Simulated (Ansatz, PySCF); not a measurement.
Isomers of C2H3N: 1 is C(#N)C, 2 is [C-]#[N+]C; one conformer of each (the lowest of an xTB search), B3LYP-D3(BJ)/def2-TZVP minima.
Isomer 1 (charge 0, multiplicity 1):
```xyz
6

C     -0.48847     0.00868     0.00601
C      0.96559    -0.01716    -0.01190
N      2.11467    -0.03757    -0.02603
H     -0.88491    -0.59502    -0.81067
H     -0.85956    -0.39080     0.95009
H     -0.84732     1.03187    -0.10750
```
Isomer 2 (charge 0, multiplicity 1):
```xyz
6

C      2.09990    -0.03115     0.01806
N      0.93559    -0.01389     0.00804
C     -0.48218     0.00715    -0.00415
H     -0.85307    -0.59745    -0.83141
H     -0.86525    -0.39589     0.93302
H     -0.83497     1.03123    -0.12356
```

No zero-point or thermal terms.

Frozen-core correlation. CBS: X⁻³ extrapolation of the correlation energy, Hartree–Fock from the larger set.

The values were computed with Ansatz (Gaussian basis) for Hartree–Fock, density functionals and correlated methods; PySCF for the dispersion terms. Values without a source in brackets are computed.

Problem. Give the electronic energy of isomer 2 less that of isomer 1 at the level PBE0-D3(BJ)/def2-TZVPP.

Solution. 24.1 kcal/mol

Ansatz is a first-principles code.
